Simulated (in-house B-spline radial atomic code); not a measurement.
A fraction x of an electron is removed from 4p in Rb⁴⁺, starting from [Ar] 3d10 4s2 4p3 and keeping the highest spin. Method: scalar-relativistic (X2C) RPBE, spin-polarised, spherical fractional occupations, Fermi nucleus of rms radius 4.2036 fm. Calculated with a radial B-spline atomic code at the basis-set limit.

```
   x  E(x) - E(0) (eV)  4p up level (eV)
   0            0.0000           -62.080
0.01            0.6215           -62.220
0.17           10.7554           -64.457
0.32           20.5820           -66.565
0.38           24.6013           -67.412
 0.5           32.7925           -69.110
0.71           47.6189           -72.097
0.86           58.5942           -74.241
0.89           60.8278           -74.671
   1           69.1284           -76.250
```

The exact functional would give a straight line between the two integer points. Deviations E(x) - E(0) - x[E(1) - E(0)], in eV: -0.07 at x = 0.01, -0.996 at x = 0.17, -1.539 at x = 0.32, -1.667 at x = 0.38, -1.772 at x = 0.5, -1.462 at x = 0.71, -0.856 at x = 0.86, -0.696 at x = 0.89.

The curve lies below the straight line by up to 1.772 eV (at x = 0.5): convex, the delocalisation error that favours fractional charges.

(1) How well does Slater's transition state (minus the level at half occupation) give the ionisation energy?

## Answers

(1) It gives 69.110 eV against 69.128 eV from the two total energies; NIST lists 68.44 eV, ground level to ground level.
